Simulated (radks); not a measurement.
Values are calculated unless marked as measured or tabulated.
Excited configurations of neutral chlorine: one electron is placed in a higher orbital outside [Ne] 3s2 3p4. The ground configuration is [Ne] 3s2 3p5. Code: a radial shooting solver on a logarithmic mesh with Libxc functionals. Model: Dirac Kohn-Sham, PBE, spin-unpolarised, spherical densities, finite nucleus; open shells fill j = l - 1/2 first; Fermi nuclear charge, rms radius 3.3654 fm. Excitation = E - E(ground); binding = E(ion) - E, where the ion is the core of charge +1; n* = 1/sqrt(2 binding) in atomic units, and the quantum defect is n - n*.

| outer orbital | excitation (eV) | binding (eV) | n* | quantum defect | eigenvalue (eV) | <r> (bohr) |
|---|---|---|---|---|---|---|
| 4p1/2 | 11.217 | 2.605 | 2.285 | 1.715 | -1.336 | 7.284 |
| 4d3/2 | 12.517 | 1.305 | 3.229 | 0.771 | -0.670 | 13.69 |
| 4f5/2 | 12.914 | 0.908 | 3.871 | 0.129 | -0.436 | 17.47 |
| 5d3/2 | 12.992 | 0.829 | 4.051 | 0.949 | -0.495 | 23.81 |
| 5f5/2 | 13.197 | 0.625 | 4.667 | 0.333 | -0.366 | 29.64 |
| 6f5/2 | 13.371 | 0.451 | 5.495 | 0.505 | -0.285 | 44.45 |
| 7p1/2 | 13.243 | 0.579 | 4.848 | 2.152 | -0.381 | 38.08 |

Estimate the row for 6p1/2.

Answer. excitation (eV) 12.967; binding (eV) 0.854; n* 3.991; quantum defect 2.009; eigenvalue (eV) -0.538; <r> (bohr) 25.09. The Delta-SCF ionisation energy is 13.822 eV (NIST Atomic Spectra Database: 12.968 eV, measured). Self-interaction in the functional shifts the binding energies and quantum defects, so they are the method's values and not measured ones. Spin polarisation and multiplet splitting are left out, so open shells lie too high by an amount that depends on their filling.

Beside tabulated values, note that spin-unpolarised runs miss the spin-polarisation part of the exchange energy of open shells.
